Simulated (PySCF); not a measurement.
C₅H₁₃OPSi.
Bonds: Si1–C2, C2–P3, P3–C4, C4–C5, C5–O6, O6–C7, C7–C8, P3–C8. Hydrogens: H9, H10, H11 on Si1; H12, H13 on C2; H14, H15 on C4; H16, H17 on C5; H18, H19 on C7; H20, H21 on C8.

The same species was optimised twice, with GFN2-xTB and with PBE0-D3(BJ)/def2-SVP (PySCF), and the same property calculations (PySCF, gas phase) were run on both structures.

| coordinate | GFN2-xTB | PBE0-D3(BJ)/def2-SVP | change |
| --- | --- | --- | --- |
| Si1–C2 (Å) | 1.904 | 1.887 | -0.017 |
| P3–C4 (Å) | 1.867 | 1.862 | -0.005 |
| C5–O6 (Å) | 1.407 | 1.402 | -0.005 |
| O6–C7 (Å) | 1.407 | 1.402 | -0.005 |
| C7–C8 (Å) | 1.529 | 1.526 | -0.003 |
| C4–C5 (Å) | 1.528 | 1.525 | -0.003 |
| C2–P3 (Å) | 1.850 | 1.853 | +0.003 |
| P3–C8 (Å) | 1.862 | 1.861 | -0.001 |
| Si1–C2–P3 (°) | 111.9 | 113.9 | +2.0 |
| C2–P3–C4 (°) | 99.1 | 101.0 | +1.9 |
| C2–P3–C8 (°) | 99.3 | 100.9 | +1.6 |
| C4–P3–C8 (°) | 93.8 | 95.0 | +1.2 |
| C5–O6–C7 (°) | 113.2 | 114.2 | +1.0 |
| P3–C4–C5 (°) | 109.1 | 109.9 | +0.8 |
| P3–C8–C7 (°) | 109.2 | 109.9 | +0.7 |
| C4–C5–O6 (°) | 113.0 | 112.8 | -0.2 |
| Si1–C2–P3–C4 (°) | -170 | -171 | -1 |

Rotational constants: A = 3271, B = 767.8, C = 673.3 MHz (GFN2-xTB) against A = 3263, B = 758.6, C = 664.8 MHz (PBE0-D3(BJ)/def2-SVP). Point groups within 0.08 Å: C1 and C1.

On the GFN2-xTB structure: HOMO (eV) -6.73 [PBE0/pcSseg-1]; LUMO (eV) 0.58 [PBE0/pcSseg-1]; dipole (D) 0.84 [PBE0/pcSseg-1]; GIAO shielding of Si1 (ppm) 428.5 [PBE0/pcSseg-1]; GIAO shielding of C2 (ppm) 172.6 [PBE0/pcSseg-1]; GIAO shielding of P3 (ppm) 391.2 [PBE0/pcSseg-1]; GIAO shielding of C4/C8 (mean) (ppm) 150.9 [PBE0/pcSseg-1]; GIAO shielding of C5/C7 (mean) (ppm) 116.3 [PBE0/pcSseg-1]; GIAO shielding of O6 (ppm) 283.3 [PBE0/pcSseg-1].

**Question.** What do these properties become on the PBE0-D3(BJ)/def2-SVP structure?

**Answer.** 
| property | level | on GFN2-xTB | on PBE0-D3(BJ)/def2-SVP | change |
| --- | --- | --- | --- | --- |
| HOMO (eV) | PBE0/pcSseg-1 | -6.73 | -6.64 | +0.09 |
| LUMO (eV) | PBE0/pcSseg-1 | 0.58 | 0.61 | +0.03 |
| dipole (D) | PBE0/pcSseg-1 | 0.84 | 0.85 | +0.01 |
| energy, GFN2-xTB geometry as zero (kcal/mol) | PBE0/pcSseg-1 | 0.0 | -1.2 | -1.2 |
| GIAO shielding of Si1 (ppm) | PBE0/pcSseg-1 | 428.5 | 424.4 | -4.1 |
| GIAO shielding of C2 (ppm) | PBE0/pcSseg-1 | 172.6 | 172.9 | +0.3 |
| GIAO shielding of P3 (ppm) | PBE0/pcSseg-1 | 391.2 | 385.6 | -5.6 |
| GIAO shielding of C4/C8 (mean) (ppm) | PBE0/pcSseg-1 | 150.9 | 151.8 | +0.9 |
| GIAO shielding of C5/C7 (mean) (ppm) | PBE0/pcSseg-1 | 116.3 | 116.7 | +0.4 |
| GIAO shielding of O6 (ppm) | PBE0/pcSseg-1 | 283.3 | 285.5 | +2.2 |

The heavy atoms differ by 0.024 Å rms after alignment. Among bonds between heavy atoms Si1–C2 changes most (-0.017 Å). Changes are differences of the printed values. Neither structure is proved a minimum here.
